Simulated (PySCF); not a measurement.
C₃H₆OS, SMILES C[C@@H]1OCS1. Coordinates come from a PBE0-D3(BJ)/def2-SVP optimisation. The structure was generated by enumeration; whether it is a known compound was not checked.

Level of theory: PBE0-D3(BJ)/def2-SVP (PySCF).

Harmonic wavenumbers (cm⁻¹): 96, 246, 298, 438, 585, 680, 790, 909, 927, 1010, 1097, 1127, 1158, 1162, 1244, 1317, 1364, 1397, 1448, 1455, 1514, 3041, 3049, 3058, 3106, 3157, 3178. Rotational constants (GHz): 6.404, 4.113, 2.799; symmetry number 1.

Q: Work out the zero-point energy and the ideal-gas rigid-rotor harmonic-oscillator thermochemistry at 298.15 K and 1 atm.

A: ZPE = ½ Σ hcν = ½ × 38851 cm⁻¹ = 232.38 kJ/mol. H − E(el) = 249.08 kJ/mol. Entropy in J/(mol K): translation 164.89, rotation 108.29, vibration 38.82, total 311.99. G − E(el) = 156.06 kJ/mol. Cp = 85.57 J/(mol K). Modes under 150 cm⁻¹ make the vibrational entropy uncertain.
